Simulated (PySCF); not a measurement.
Computed shifts of a molecule C3H8Si, PBE/pcSseg-1 (PySCF), GIAO, gas phase, atoms alike by connectivity averaged where their shifts nearly agree, in ppm (number of nuclei): ¹³C: 30.5 (1), 15.0 (2). ²⁹Si: -24.3 (1). ¹H: 5.38 (1), 5.24 (1), 2.81 (1), 2.71 (1), 1.80 (2), 1.42 (2). References: ¹³C against TMS (σ = 182.0 ppm); ²⁹Si against TMS (σ = 335.4 ppm); ¹H against TMS (σ = 31.49 ppm), references at their B3LYP-D3(BJ)/def2-TZVP geometries, non-relativistic. Coordinates come from a B3LYP-D3(BJ)/def2-SVP optimisation. One conformer was computed; it need not be the lowest.

### Question
Identify the compound among the candidates.
(A) C=C[SiH2]C
(B) C1C[SiH2]C1
(C) [SiH3]C1CC1
(D) C/C=C\[SiH3]

### Answer
B, C1C[SiH2]C1
